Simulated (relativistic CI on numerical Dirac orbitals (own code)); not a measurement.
# Hyperfine structure of Hf⁵⁵⁺, mass number 179

Computed by Dirac-Coulomb-Breit CI, orbitals from a KLI potential per configuration, a model potential for QED, unscaled Slater integrals (own radial code, finite nucleus).

Configuration list (outside the closed core [Ne]): 3s2 3p5, 3s 3p6, 3s2 3p4 3d, 3s 3p5 3d, 3p6 3d, 3s 3p4 3d2, 3s2 3p3 3d 4p, 3p6 4s, 3s 3p4 3d 4s, 3s2 3p4 4s, 3p6 4p, 3s2 3p4 4p, 3s2 3p3 3d2, 3s2 3p2 3d3, 3s 3p3 3d3, 3s2 3p2 3d2 4s, 3s2 3p2 3d2 4p. Double excitations out of closed p, d and f shells are left out; levels of such configurations are missing from the list, as are those of other unlisted configurations, and high levels can miss mixing partners.

Nuclear spin I = 9/2, μ = -0.6389 μN, Q = 3.79 b (tables of Stone and Pyykkö). The electronic factors are computed for point nuclear moments, without core polarisation or the Bohr-Weisskopf and QED corrections.

```tsv
Level	E (eV)	A (GHz)	B (GHz)
3s2 3p5 2P°_3/2	0.000	-27.18	-1440
3s2 3p4 3d 2D_3/2	255.929	-15.36	900
3s2 3p4 3d 4F_9/2	301.153	-15.42	414
3s2 3p5 2P°_1/2	304.842	-231.8	
3s2 3p4 3d 2P_1/2	307.094	12.13	
3s2 3p4 3d 2D_5/2	329.142	-7.827	1640
3s2 3p4 3d 2D_5/2	339.510	-11.77	-1300
```

Levels with J = 0, under 50 % of one LS term, or S terms without an open s electron are left out. Small factors come from cancelling terms and can be off by tens of per cent or more.

At this charge energies of transitions that change n are usually good to better than 1 %, and those within a shell (Δn = 0) to a few per cent.

Task: Give the hyperfine levels of 3s2 3p4 3d 2D_3/2 relative to its centre of gravity.

Result: With K = F(F + 1) − I(I + 1) − J(J + 1), E = AK/2 + B[¾K(K + 1) − I(I + 1)J(J + 1)]/[2I(2I − 1)J(2J − 1)]: F = 3: 539.4, F = 4: -122.3, F = 5: -386.6, F = 6: 121.4 GHz.

LS names give the leading component of a level, which can be under half, so a name can repeat, a term be missing and a line seem to break the LS rules.
